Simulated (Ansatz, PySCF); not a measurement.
Reaction (SMILES): [SiH3]OCCO[SiH3] + 2 C (CH4) + 2 O (H2O) → CC (C2H6) [ethane] + 2 CO (CH4O) + 2 O[SiH3] [hydroxysilane]
Geometries: B3LYP-D3(BJ)/def2-TZVP minima from Ansatz (a program for electronic structure), one conformer each, not searched for the lowest. Frequencies are from Ansatz or PySCF.

Property: bond separation energy (0 K, with B3LYP-D3(BJ) harmonic zero-point energies), in kcal/mol. Correlated levels leave the core frozen unless marked. Spin-orbit coupling is left out. No relativistic terms. Basis-set limits of correlation are two-point, X^-3; Hartree-Fock from the larger set. The bracket is a focal-point correction in the basis named.

| level | program | bond separation energy (kcal/mol) |
|---|---|---|
| PBE0/def2-TZVP | Ansatz | 11.3 |
| PBE0/def2-TZVPD | Ansatz | 12.1 |
| BHLYP-D3(BJ)/def2-TZVPD | Ansatz + dftd3 | 14.7 |
| r2SCANh/def2-TZVPD | Ansatz | ? |
| wB97M-V/def2-TZVPD | Ansatz | 14.7 |
| B2PLYP-D3(BJ)/def2-TZVPD | Ansatz + dftd3 | ? |
| SCS-MP2/STO-3G | Ansatz | 8.2 |
| RI-MP2/CBS(cc-pV(T+d)Z,cc-pV(Q+d)Z)+[CCSD(T)-MP2]/cc-pV(T+d)Z | Ansatz | ? |

**Question.** Some entries are withheld; supply them.

**Answer.** 
- r2SCANh/def2-TZVPD, bond separation energy (kcal/mol): 14.0
- B2PLYP-D3(BJ)/def2-TZVPD, bond separation energy (kcal/mol): 15.3
- RI-MP2/CBS(cc-pV(T+d)Z,cc-pV(Q+d)Z)+[CCSD(T)-MP2]/cc-pV(T+d)Z, bond separation energy (kcal/mol): 14.9
